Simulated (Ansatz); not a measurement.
A structure relaxed at PBE0-D4/def2-SVP in Ansatz, charge 0, singlet:

```xyz
6

Si   -0.250    0.064    0.417
C     0.687   -0.176   -1.147
N     1.277   -0.327   -2.134
Cl    0.904   -0.594    1.953
Cl   -1.967   -1.011    0.296
Cl   -0.652    2.044    0.615
```

Give its formula, name or SMILES.

Si(CN)Cl3 (SiCNCl₃).

Summarise the bond lengths by kind (pairs closer than 1.2 times the sum of covalent radii, bridged metal pairs left out).

3 × Cl–Si 2.03 Å; 1 × C–Si 1.84 Å; 1 × C–N 1.16 Å.
